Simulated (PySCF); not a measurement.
SnF4, SMILES [F][Sn]([F])([F])[F].

The structure is a stationary point at PBE-D3(BJ)/def2-SVP. The isomer is the one that the SMILES or the coordinates give; other isomers of the formula were not compared. The def2 effective core potentials stand for the cores of Sn; spin–orbit coupling is left out.

Computed with TDDFT-CAM-B3LYP/def2-SVPD in PySCF.

Vertical excitations; the highest root listed may be one member of a degenerate set. Isolated molecule, no solvent. State labels are in the subgroup D2.

Problem. Give excitation energies, oscillator strengths and character. (An estimate is asked for; the answer gives what the named calculation found.)

Solution. 
```tsv
state	symmetry	energy (eV)	λ (nm)	f	main pairs
S1	B1	6.47	192	0.000	HOMO−2→LUMO (degenerate set)
S2	B3	6.47	192	0.000	HOMO→LUMO (degenerate set)
S3	B2	6.47	192	0.000	HOMO−1→LUMO (degenerate set)
S4	A	6.74	184	0.000	HOMO−6→LUMO (degenerate set)
S5	A	6.74	184	0.000	HOMO−7→LUMO (degenerate set)
S6	B1	6.88	180	0.085	HOMO−5→LUMO (degenerate set)
S7	B2	6.88	180	0.085	HOMO−4→LUMO (degenerate set)
S8	B3	6.88	180	0.085	HOMO−3→LUMO (degenerate set)
S9	B3	8.64	143	0.111	HOMO−8→LUMO (degenerate set)
S10	B1	8.64	143	0.111	HOMO−10→LUMO (degenerate set)
T1	B3	6.03	206	0	HOMO→LUMO (degenerate set)
T2	B1	6.03	206	0	HOMO−2→LUMO (degenerate set)
T3	B2	6.03	206	0	HOMO−1→LUMO (degenerate set)
T4	B3	6.04	205	0	HOMO−3→LUMO 94 %
```
Triplets are in the Tamm–Dancoff approximation, which puts them higher than full response would, so one can lie above its singlet here.
